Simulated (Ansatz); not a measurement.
Computed with Ansatz on PBE0-D4/def2-TZVP structures; ΔE is electronic, products minus reactants. CCSD(T)/CBS is the MP2 limit (def2-TZVPP, def2-QZVPP) plus CCSD(T) − MP2 in def2-TZVPP, frozen cores. This one scheme is used for every species. DFT in def2-TZVPP. B3LYP here is the variant with VWN-RPA as its local correlation; programs differ in this. Each species was taken in one conformer, which may not be the lowest.

`CB(F)[SiH2]O` → `CB(O)F` + `[SiH2]`  (silylene formation by 1,1-elimination)

```json
{"level": "PBE-D4", "ΔE (kcal/mol)": "34.8", "difference from CCSD(T)/CBS": "1.6"}
{"level": "PBE0-D4", "ΔE (kcal/mol)": "35.8", "difference from CCSD(T)/CBS": "2.6"}
{"level": "B3LYP-D4", "ΔE (kcal/mol)": "32.2", "difference from CCSD(T)/CBS": "-1.0"}
{"level": "ωB97X-V", "ΔE (kcal/mol)": "35.9", "difference from CCSD(T)/CBS": "2.7"}
{"level": "ωB97M-V", "ΔE (kcal/mol)": "31.1", "difference from CCSD(T)/CBS": "-2.1"}
{"level": "B2PLYP", "ΔE (kcal/mol)": "31.6", "difference from CCSD(T)/CBS": "-1.6"}
{"level": "PBE0", "ΔE (kcal/mol)": "34.3", "difference from CCSD(T)/CBS": "1.1"}
{"level": "B3LYP", "ΔE (kcal/mol)": "29.5", "difference from CCSD(T)/CBS": "-3.7"}
{"level": "MP2/def2-TZVPP", "ΔE (kcal/mol)": "34.8", "difference from CCSD(T)/CBS": "1.6"}
{"level": "SCS-MP2/def2-TZVPP", "ΔE (kcal/mol)": "32.7", "difference from CCSD(T)/CBS": "-0.5"}
{"level": "CCSD(T)/def2-TZVPP", "ΔE (kcal/mol)": "30.9", "difference from CCSD(T)/CBS": "-2.3"}
{"level": "MP2/def2-QZVPP", "ΔE (kcal/mol)": "36.3", "difference from CCSD(T)/CBS": "3.1"}
{"level": "SCS-MP2/def2-QZVPP", "ΔE (kcal/mol)": "34.2", "difference from CCSD(T)/CBS": "1.0"}
{"level": "HF/CBS(def2)", "ΔE (kcal/mol)": "28.0", "difference from CCSD(T)/CBS": "-5.2"}
{"level": "MP2/CBS(def2)", "ΔE (kcal/mol)": "37.1", "difference from CCSD(T)/CBS": "3.9"}
{"level": "CCSD/CBS(def2)", "ΔE (kcal/mol)": "32.2", "difference from CCSD(T)/CBS": "-1.0"}
{"level": "CCSD(T)/CBS", "ΔE (kcal/mol)": "33.2", "difference from CCSD(T)/CBS": "0"}
```

Largest T1 diagnostic among the species: 0.014.

The D4 term adds +2.7 kcal/mol with B3LYP and +1.5 kcal/mol with PBE0; it sums over pairs of atoms, weighted by their polarisabilities, and B3LYP, whose exchange is more repulsive, gets the larger term. From PBE to PBE0 (25 % exact exchange), in def2-TZVPP and without D4, ΔE moves by +1.2 kcal/mol. In def2-TZVPP, CCSD(T) changes the Hartree–Fock value by +3.3 kcal/mol (the triples alone add +1.0 kcal/mol) and MP2 by +7.2 kcal/mol.
